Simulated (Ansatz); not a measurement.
```csv
atom,x (Å),y (Å),z (Å)
C,0.0000,0.0000,-1.1034
S,0.0000,0.0000,0.6315
H,0.0000,-1.0041,-1.7418
H,0.0000,1.0041,-1.7418
```

Basis set: 6-31G* (spherical functions). Frozen core: 6 orbitals. Charge 0, multiplicity 1.

Computed with Ansatz (development build ahead of 0.2.0); each method stands on the lowest determinant of its kind that the runs found. Restricted open shells among the atoms or ions are ROHF, correlated in semicanonical orbitals with singles.

The atomization energy at this shape (free ground-state atoms in the same class of orbitals less the molecule, no zero-point energy) of singlet CH₂S:

```json
{"method": "RHF", "atomization energy": "9.01 eV"}
```

Q: What does RHF-MP2 give?

A: 12.28 eV. Caution: in another basis set an unrestricted determinant lies well below; the shape is not the minimum.
